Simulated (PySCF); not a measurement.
A structure optimised at B3LYP-D3(BJ)/def2-TZVP, used in a PySCF frequency run:

```
S
H 1 1.3476
S 1 2.0719 2 98.52
H 3 1.3476 1 98.52 2 -90.39
```
Charge 0, spin multiplicity 1.

Task: Write its SMILES, formula and point group.

Result: SS, H2S2, C2

Task: What are its rotational constants (standard atomic weights)?

Result: 146.60, 6.8579, 6.8578 GHz
